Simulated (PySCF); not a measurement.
BH₂O₃, SMILES [O-]B(O)O, charge -1. The structure is a stationary point at B3LYP-D3(BJ)/def2-SVPD. The values are those of a single conformer.

Computed equilibrium geometry at B3LYP-D3(BJ)/def2-SVPD (PySCF confirms it by a frequency run) as Cartesian coordinates in Å, and its point group (one conformer of several):
point group C2v.
```xyz
6

O      0.0000     1.1715    -0.7241
B      0.0000     0.0000     0.1083
O      0.0000    -1.1715    -0.7241
O      0.0000     0.0000     1.4070
H      0.0000     1.9086    -0.1058
H      0.0000    -1.9086    -0.1058
```
Charge -1, spin multiplicity 1.
